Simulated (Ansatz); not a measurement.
Cost and result for the atomization energy of BF₂H₆NSi₂, SMILES `FB(F)N([SiH3])[SiH3]` (12 atoms, 11 bonds).

```tsv
atom	x (Å)	y (Å)	z (Å)
F1	2.597	-0.022	0.601
B2	1.371	-0.462	0.853
F3	1.246	-1.330	1.856
N4	0.237	-0.056	0.120
Si5	-1.327	-0.726	0.562
Si6	0.296	1.083	-1.213
H7	-2.305	-0.130	-0.384
H8	-1.330	-2.202	0.416
H9	-1.688	-0.357	1.951
H10	-0.586	2.238	-0.911
H11	-0.200	0.424	-2.448
H12	1.690	1.540	-1.403
```

Total charge 0; spin multiplicity 1. All single points use the PBE0-D4/def2-TZVP geometry. It is one conformer, not always the lowest. Program: Ansatz. All runs use 4 threads of an Arm Neoverse V2 on a shared host. Times are those of one run each, without the atoms' runs, and a repeat can differ threefold. Electronic energies, without spin–orbit coupling; frozen cores. CCSD(T)/CBS adds CCSD(T) − MP2 in def2-TZVPP to the MP2 limit, and its time is that of the two runs behind it. T1 = 0.012. B3LYP takes the VWN-RPA correlation (the form of Gaussian; ORCA's B3LYP/G). HSE06 is the plane-wave form, built on full-range PBE exchange.

CCSD(T)/CBS is a level of theory with its own doubt, some kJ/mol a heavy atom from the limit and from the frozen cores, so smaller differences don't rank the functionals.

```csv
level,functions,wall time,atomization (kcal/mol),difference from CCSD(T)/CBS,per bond
LDA (SPW92)/def2-TZVPP,292,2.1 s,1195.9,133.9,12.2
BLYP-D4/def2-TZVPP,292,2.7 s,1057.8,-4.2,-0.4
PBE-D4/def2-TZVPP (with forces),292,3.3 s,1065.8,3.8,0.3
PBE0-D4/def2-TZVPP,292,4.1 s,1051.8,-10.2,-0.9
HSE06-D4/def2-TZVPP,292,4.6 s,1052.4,-9.6,-0.9
CAM-B3LYP-D4/def2-TZVPP,292,5 s,1070.8,8.8,0.8
r2SCAN-D4/def2-TZVPP (with forces),292,7 s,1062.0,0.0,0.0
B3LYP-D4/def2-TZVPP (with forces),292,7 s,1061.7,-0.3,0.0
CCSD(T)/def2-SVP,122,10 s,998.9,-63.1,-5.7
ωB97X-V/def2-TZVPP,292,11 s,1068.0,6.0,0.5
MP2/def2-QZVPP,548,32 s,1070.2,8.2,0.7
CCSD(T)/def2-TZVPP,292,6.3 min,1034.0,-28.0,-2.5
CCSD(T)/CBS(def2),–,6.8 min,1062.0,0.0,0.0
```

From PBE to PBE0 (25 % exact exchange), in def2-TZVPP and without D4, the atomization energy moves by −13.0 kcal/mol: exact exchange takes away binding that semilocal exchange gives to molecules. Leaving LDA and LC-ωPBE aside and taking each functional with its dispersion term where it has one, the values, not all of them listed here, spread over 31.2 kcal/mol, from BHLYP-D4 to CAM-B3LYP-D4. LDA lies +137.1 kcal/mol from PBE without D4, its usual overbinding. At CCSD(T), def2-SVP lies −63.1 kcal/mol from the extrapolated value and def2-TZVPP −28.0 kcal/mol: correlation converges slowly with the basis, and small sets miss more of it in the bonded molecule than in its fragments.
